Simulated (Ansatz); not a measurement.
C2H10BNSi can be A, `BN[SiH](C)C`, or B, `BN([SiH3])CC`.

Gas-phase electronic energies from Ansatz, PBE0-D4/def2-TZVP geometries. CCSD(T)/CBS is the MP2 limit (def2-TZVPP, def2-QZVPP) plus CCSD(T) − MP2 in def2-TZVPP, frozen cores. Functionals use def2-TZVPP. B3LYP here is the variant with VWN-RPA as its local correlation; programs differ in this. Each species was taken in one conformer, which may not be the lowest.

(1) Which is lower in electronic energy at CCSD(T)/CBS, and by how much? (Best estimate.)

(2) Give E(B) − E(A) in kJ/mol with CCSD(T)/def2-SVP, r2SCAN-D4, ωB97M-V, PBE0-D4, B3LYP, LDA (SPW92), PBE-D4. (Best estimate.)

(3) Does the order hold for the free energy at 298.15 K (harmonic terms from PBE0-D4)? (Best estimate.)

Largest T1 diagnostic: 0.012.

Answers

(1) The calculation gave: A, by 120.7 kJ/mol.

(2) The calculation gave: CCSD(T)/def2-SVP 88.9, r2SCAN-D4 128.3, ωB97M-V 124.6, PBE0-D4 122.4, B3LYP 121.0, LDA (SPW92) 114.8, PBE-D4 120.7. None reverses the order clearly.

(3) Computed: Yes: G(B) − G(A) = +119.4 kJ/mol, for one conformer each. Modes under 60 cm⁻¹, often nearly free rotors, make the harmonic entropy too high.

At CCSD(T), def2-SVP lies −31.8 kJ/mol from the extrapolated value and def2-TZVPP −4.3 kJ/mol. Leaving LDA and LC-ωPBE aside and taking each functional with its dispersion term where it has one, the values, not all of them listed here, spread over 13.1 kJ/mol, from BLYP-D4 to B97M-V. LDA lies −7.2 kJ/mol from PBE without D4.
